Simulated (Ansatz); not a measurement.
Stepwise reaction of `C[Si](O)(F)F` with hydrogen, as a gas-phase model of exchange steps in deposition or etching. ΔE in kJ/mol; ΔG adds harmonic PBE0-D4 terms to CCSD(T)/CBS, at 1 bar.

Isolated molecules relaxed with PBE0-D4/def2-TZVP in Ansatz; ΔE leaves out vibrations. CCSD(T)/CBS is the MP2 limit (def2-TZVPP, def2-QZVPP) plus CCSD(T) − MP2 in def2-TZVPP, frozen cores. This one scheme is used for every species. DFT in def2-TZVPP. B3LYP here is the variant with VWN-RPA as its local correlation; programs differ in this. One conformer a species, not always the lowest.

| step | reaction | PBE-D4 | B3LYP-D4 | ωB97M-V | CCSD(T)/CBS | ΔG(500 K) |
| --- | --- | --- | --- | --- | --- | --- |
| 1 | `C[Si](O)(F)F` + H₂ → `C[SiH](O)F` + H–F | 140.6 | 149.5 | 150.5 | 146.3 | 145.2 |
| 2 | `C[SiH](O)F` + H₂ → `C[SiH2]O` + H–F | 135.9 | 144.4 | 145.2 | 141.1 | 138.4 |

**Question.** By hand: ΔE of the 2 steps together at CCSD(T)/CBS.

**Answer.** (146.3) + (141.1) = 287.4 kJ/mol, or 143.7 kJ/mol a step.

In ΔE each step is lower than the one before. All are uphill at CCSD(T)/CBS. ΔG lies between 138.4 and 145.2 kJ/mol a step. PBE-D4 differs from CCSD(T)/CBS by -5.7 to -5.2 kJ/mol a step. Isolated molecules leave out the surface, adducts and barriers. Largest T1 diagnostic: 0.011.
